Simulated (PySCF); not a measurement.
Species: ClGeH4P.
SMILES with atom numbers: `[PH2:1][GeH2:2][Cl:3]` (hydrogens: H4, H5 on P1; H6, H7 on Ge2)

Method: PBE0-D3(BJ)/def2-SVP geometry optimisation, gas phase (PySCF 2.14.0); density fitting, grid level 1; the optimiser is geomeTRIC in internal coordinates, started from a GFN2-xTB structure with every atom displaced at random (about 0.01 Å).

Step 0: E = -78367.3266 eV
```
atom  x, y, z in Å  |  force x, y, z in eV/Å
P1      1.2788   -0.3776    0.1029   -0.470  -0.490  -0.048
Ge2    -1.0418   -0.1453   -0.0970    0.410  -0.565   0.156
Cl3    -1.6341    1.7682   -0.8103   -0.117   0.798  -0.248
H4      1.4909    0.1939   -1.1698    0.070   0.025  -0.425
H5      1.3648    0.8830    0.7012    0.104   0.574   0.450
H6     -1.6565   -1.1347   -1.0637    0.024  -0.354  -0.401
H7     -1.7615   -0.3471    1.2202   -0.022   0.012   0.515
```

Step 1: E = -78367.3953 eV
```
atom  x, y, z in Å  |  force x, y, z in eV/Å
P1      1.2318   -0.3667    0.0978    0.055   0.143   0.005
Ge2    -1.0642   -0.1753   -0.0953   -0.180   0.201  -0.050
Cl3    -1.5798    1.8347   -0.8184    0.012  -0.360   0.138
H4      1.4602    0.1762   -1.2065   -0.019  -0.040   0.047
H5      1.3507    0.9129    0.7370   -0.020  -0.144  -0.052
H6     -1.6208   -1.1933   -1.1212    0.071   0.156   0.121
H7     -1.7372   -0.3482    1.2901    0.080   0.043  -0.210
```

Q: Estimate the geometry and energy of step 2. (The exact step hangs on the optimiser's Hessian estimate; all steps are aligned on step 1, rigid shifts and turns removed.)

A: E = -78367.4043 eV, largest force 0.155 eV/Å
```
atom  x, y, z in Å  |  force x, y, z in eV/Å
P1      1.2355   -0.3675    0.0992   -0.015   0.000   0.001
Ge2    -1.0614   -0.1689   -0.0954   -0.004   0.148  -0.047
Cl3    -1.6038    1.8183   -0.8120    0.005  -0.127   0.057
H4      1.4635    0.1680   -1.2047    0.000   0.000  -0.006
H5      1.3554    0.9046    0.7373    0.007  -0.007   0.000
H6     -1.6131   -1.1760   -1.1148    0.007  -0.010  -0.023
H7     -1.7355   -0.3382    1.2738    0.000  -0.003   0.020
```

The energy changes by -0.0089 eV. The first-order estimate −F·Δx gives -0.0169 eV and the mean of the old and new forces, exact on a quadratic surface, -0.0098 eV. The step makes an angle of 51° with the force vector and moves no atom by more than 0.030 Å.

What follows is the cost of the whole optimisation. The run took 16 s of wall time on one thread of an Arm Neoverse V2, shared host with 96 logical CPUs at a one-minute load of 49, and the process peaked at 0.36 GiB of memory.
